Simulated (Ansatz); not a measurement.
`COB(S)Cl` + `CC(C)CO` → `COB(O)Cl` + `CC(C)CS`  (formal exchange of groups at a B–S bond)

Gas-phase electronic energies from Ansatz, PBE0-D4/def2-TZVP geometries. CCSD(T)/CBS is the MP2 limit (def2-TZVPP, def2-QZVPP) plus CCSD(T) − MP2 in def2-TZVPP, frozen cores. This one scheme is used for every species. Functionals use def2-TZVPP. B3LYP here is the variant with VWN-RPA as its local correlation; programs differ in this. Each species was taken in one conformer, which may not be the lowest.

`COB(S)Cl`:

```xyz
9

C     1.070   -0.889    0.248
O    -0.220   -0.445   -0.140
B    -0.604    0.839   -0.092
S    -2.263    1.332   -0.601
Cl    0.481    2.123    0.467
H     1.259   -0.663    1.299
H     1.095   -1.968    0.097
H     1.843   -0.417   -0.362
H    -2.661    0.088   -0.915
```

`CC(C)CO`:

Cartesian coordinates in Å:
```
C -0.565 -0.557 -1.180
C -0.292 0.330 0.026
C -1.008 -0.190 1.263
C 1.200 0.446 0.307
O 1.940 1.025 -0.745
H -0.112 -0.159 -2.091
H -1.638 -0.644 -1.369
H -0.176 -1.568 -1.016
H -0.658 1.339 -0.197
H -0.832 0.454 2.128
H -0.662 -1.197 1.521
H -2.087 -0.245 1.101
H 1.359 1.094 1.173
H 1.597 -0.548 0.568
H 1.933 0.420 -1.490
```

`COB(O)Cl`:

```xyz
9

C     1.254    0.456    0.294
O     0.201    0.024   -0.546
B    -1.011   -0.356   -0.088
O    -1.975   -0.758   -0.947
Cl   -1.405   -0.349    1.638
H     2.101    0.697   -0.348
H     1.543   -0.330    0.995
H     0.964    1.344    0.860
H    -1.671   -0.729   -1.859
```

`CC(C)CS`:

```xyz
15

C     0.323    0.291   -1.340
C    -0.444   -0.102   -0.088
C    -0.450   -1.614    0.094
C     0.126    0.555    1.163
S     0.001    2.360    1.241
H     0.277    1.367   -1.518
H    -0.088   -0.208   -2.221
H     1.376    0.002   -1.256
H    -1.479    0.242   -0.196
H    -0.889   -2.111   -0.774
H    -1.024   -1.909    0.976
H     0.568   -1.996    0.215
H    -0.426    0.215    2.044
H     1.169    0.262    1.312
H     0.961    2.644    0.347
```

Question: Is it downhill or uphill in electronic energy at CCSD(T)/CBS, and by how much? (An estimate is asked.)

Answer: Computed: Downhill: ΔE = -96.7 kJ/mol.

Question: What do these levels give: r2SCAN-D4, B3LYP-D4, ωB97X-V, B2PLYP, MP2/def2-TZVPP, CCSD/def2-TZVPP? (Best estimate.)

Answer: The calculation gave: r2SCAN-D4 -92.0, B3LYP-D4 -94.1, ωB97X-V -92.5, B2PLYP -95.1, MP2/def2-TZVPP -98.8, CCSD/def2-TZVPP -96.8 kJ/mol.

Largest T1 diagnostic among the species: 0.012.

From PBE to PBE0 (25 % exact exchange), in def2-TZVPP and without D4, ΔE moves by −4.6 kJ/mol.
